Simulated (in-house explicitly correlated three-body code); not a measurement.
Computed with an exponentially correlated three-body code. Model: two electrons around a point charge, non-relativistic, variational in 260 exponentially correlated functions (energies converged to about 1e-7 hartree, or 1e-8 relative for large Z).

Command:
```bash
python run_hyl.py task.json out
```
Settings (lengths in bohr, energies in hartree):
```
Z                      7
screening              0.07
interaction_strength   1
functions              260
states_tried           13
```

Time taken, with all properties: 2.6 min on 1 thread of Arm Neoverse N1, with other jobs on the host.

**Those bound S and P states to n = 4 that converged, binding against the one-electron ion.**

Given: nuclear charge 7; Yukawa screening of all interactions 0.07 1/bohr.

Computed: one-electron threshold -24.0136508 hartree.

```
term  energy (hartree)  binding (eV)
1 1S        -43.878347        540.55
2 3S                 ?             ?
2 3P       -28.2256584        114.61
2 1S       -28.2229877        114.54
2 1P       -28.0648222        110.24
3 3S                 ?             ?
3 1S        -25.659143        44.776
3 3P       -25.6567491        44.711
3 1P       -25.6122651        43.501
4 3S       -24.8111624        21.701
4 3P       -24.7839186         20.96
4 1P       -24.7660863        20.475
```

**Question.** What belongs in the row 2 3S?

**Answer.** energy (hartree): -28.4646206; binding (eV): 121.12.

**Question.** What belongs in the row 3 3S?

**Answer.** energy (hartree): -25.7223937; binding (eV): 46.497.

**Converged states only, values per electron or pair (inverse distances are <exp(-kr)/r>).**

```json
{"term": "1 1S", "mean r (bohr)": "0.22652", "mean r squared (bohr²)": "0.068921", "mean inverse r (1/bohr)": "6.6176", "mean r12 (bohr)": "0.33488", "mean inverse r12 (1/bohr)": "3.9937", "mean cosine": "-0.018939", "mean p1 dot p2 (bohr⁻²)": "0.81785", "delta r1 (bohr⁻³)": "99.147", "delta r12 (bohr⁻³)": "10.246"}
{"term": "2 3S", "mean r (bohr)": "0.57379", "mean r squared (bohr²)": "0.53791", "mean inverse r (1/bohr)": "4.2111", "mean r12 (bohr)": "0.96839", "mean inverse r12 (1/bohr)": "1.1494", "mean cosine": "-0.0062298", "mean p1 dot p2 (bohr⁻²)": "0.060172", "delta r1 (bohr⁻³)": "59.815", "delta r12 (bohr⁻³)": "-"}
{"term": "2 3P", "mean r (bohr)": "0.51169", "mean r squared (bohr²)": "0.42418", "mean inverse r (1/bohr)": "4.192", "mean r12 (bohr)": "0.85768", "mean inverse r12 (1/bohr)": "1.3565", "mean cosine": "-0.069928", "mean p1 dot p2 (bohr⁻²)": "-2.8425", "delta r1 (bohr⁻³)": "54.052", "delta r12 (bohr⁻³)": "-"}
{"term": "2 1S", "mean r (bohr)": "0.59566", "mean r squared (bohr²)": "0.5874", "mean inverse r (1/bohr)": "4.1892", "mean r12 (bohr)": "1.0022", "mean inverse r12 (1/bohr)": "1.3282", "mean cosine": "-0.0091991", "mean p1 dot p2 (bohr⁻²)": "0.070397", "delta r1 (bohr⁻³)": "59.408", "delta r12 (bohr⁻³)": "1.6953"}
{"term": "2 1P", "mean r (bohr)": "0.52875", "mean r squared (bohr²)": "0.45712", "mean inverse r (1/bohr)": "4.1754", "mean r12 (bohr)": "0.86217", "mean inverse r12 (1/bohr)": "1.4466", "mean cosine": "0.043392", "mean p1 dot p2 (bohr⁻²)": "2.6824", "delta r1 (bohr⁻³)": "54.698", "delta r12 (bohr⁻³)": "0.42246"}
{"term": "3 3S", "mean r (bohr)": "?", "mean r squared (bohr²)": "?", "mean inverse r (1/bohr)": "?", "mean r12 (bohr)": "?", "mean inverse r12 (1/bohr)": "?", "mean cosine": "?", "mean p1 dot p2 (bohr⁻²)": "?", "delta r1 (bohr⁻³)": "?", "delta r12 (bohr⁻³)": "-"}
{"term": "3 1S", "mean r (bohr)": "1.2196", "mean r squared (bohr²)": "2.8429", "mean inverse r (1/bohr)": "3.7664", "mean r12 (bohr)": "2.2371", "mean inverse r12 (1/bohr)": "0.56883", "mean cosine": "-0.0029069", "mean p1 dot p2 (bohr⁻²)": "0.021628", "delta r1 (bohr⁻³)": "55.974", "delta r12 (bohr⁻³)": "0.48988"}
{"term": "3 3P", "mean r (bohr)": "1.1367", "mean r squared (bohr²)": "2.4739", "mean inverse r (1/bohr)": "3.7669", "mean r12 (bohr)": "2.0767", "mean inverse r12 (1/bohr)": "0.57541", "mean cosine": "-0.017001", "mean p1 dot p2 (bohr⁻²)": "-0.66412", "delta r1 (bohr⁻³)": "54.45", "delta r12 (bohr⁻³)": "-"}
{"term": "3 1P", "mean r (bohr)": "1.1614", "mean r squared (bohr²)": "2.5921", "mean inverse r (1/bohr)": "3.7623", "mean r12 (bohr)": "2.1194", "mean inverse r12 (1/bohr)": "0.60239", "mean cosine": "0.010585", "mean p1 dot p2 (bohr⁻²)": "0.68417", "delta r1 (bohr⁻³)": "54.599", "delta r12 (bohr⁻³)": "0.13645"}
{"term": "4 3S", "mean r (bohr)": "?", "mean r squared (bohr²)": "?", "mean inverse r (1/bohr)": "?", "mean r12 (bohr)": "?", "mean inverse r12 (1/bohr)": "?", "mean cosine": "?", "mean p1 dot p2 (bohr⁻²)": "?", "delta r1 (bohr⁻³)": "?", "delta r12 (bohr⁻³)": "-"}
{"term": "4 3P", "mean r (bohr)": "2.0341", "mean r squared (bohr²)": "8.4515", "mean inverse r (1/bohr)": "3.6193", "mean r12 (bohr)": "3.8629", "mean inverse r12 (1/bohr)": "0.29705", "mean cosine": "-0.0065527", "mean p1 dot p2 (bohr⁻²)": "-0.25237", "delta r1 (bohr⁻³)": "54.531", "delta r12 (bohr⁻³)": "-"}
{"term": "4 1P", "mean r (bohr)": "2.068", "mean r squared (bohr²)": "8.7497", "mean inverse r (1/bohr)": "3.6174", "mean r12 (bohr)": "3.9281", "mean inverse r12 (1/bohr)": "0.30795", "mean cosine": "0.0040657", "mean p1 dot p2 (bohr⁻²)": "0.26723", "delta r1 (bohr⁻³)": "54.587", "delta r12 (bohr⁻³)": "0.057517"}
```

**Question.** What belongs in the row 3 3S?

**Answer.** mean r (bohr): 1.1871; mean r squared (bohr²): 2.6789; mean inverse r (1/bohr): 3.7722; mean r12 (bohr): 2.1744; mean inverse r12 (1/bohr): 0.52207; mean cosine: -0.0020224; mean p1 dot p2 (bohr⁻²): 0.017338; delta r1 (bohr⁻³): 56.06.

**Question.** What belongs in the row 4 3S?

**Answer.** mean r (bohr): 2.0716; mean r squared (bohr²): 8.7098; mean inverse r (1/bohr): 3.6216; mean r12 (bohr): 3.9368; mean inverse r12 (1/bohr): 0.27643; mean cosine: -0.00084861; mean p1 dot p2 (bohr⁻²): 0.0070275; delta r1 (bohr⁻³): 55.178.

**Electric-dipole lines between converged S and P states, rate of the upper state's decay.**

```csv
s state,p state,p minus s (eV),oscillator strength from s,rate (1/s)
1 1S,2 1P,430.31,0.6726,1.8014e+12
1 1S,3 1P,497.05,0.14206,5.0763e+11
1 1S,4 1P,520.07,0.052387,2.0494e+11
2 1S,2 1P,4.3039,0.079674,2.1347e+07
2 1S,3 1P,71.041,0.36015,2.629e+10
2 1S,4 1P,94.067,0.08939,1.1441e+10
3 1S,2 1P,-65.462,-0.05932,1.103e+10
3 1S,3 1P,?,?,?
3 1S,4 1P,?,?,?
2 3S,2 3P,6.5025,0.11134,6.8095e+07
2 3S,3 3P,76.406,0.33048,2.7905e+10
2 3S,4 3P,100.16,0.084203,1.2217e+10
3 3S,2 3P,-68.117,-0.062767,1.2637e+10
3 3S,3 3P,1.7863,0.19063,8.7981e+06
3 3S,4 3P,25.537,0.35034,3.3047e+09
4 3S,2 3P,-92.913,-0.012874,4.8226e+09
4 3S,3 3P,-23.01,-0.14292,3.2833e+09
4 3S,4 3P,0.74134,0.27295,2.1698e+06
```

**Question.** What belongs in the row 3 1S 3 1P?

**Answer.** p minus s (eV): 1.2756; oscillator strength from s: 0.14299; rate (1/s): 3.3654e+06.

**Question.** What belongs in the row 3 1S 4 1P?

**Answer.** p minus s (eV): 24.301; oscillator strength from s: 0.3821; rate (1/s): 3.2638e+09.

**Static dipole response.**

```csv
state,polarisability (bohr³)
1 1S,0.0046581
2 3S,2.0117
```
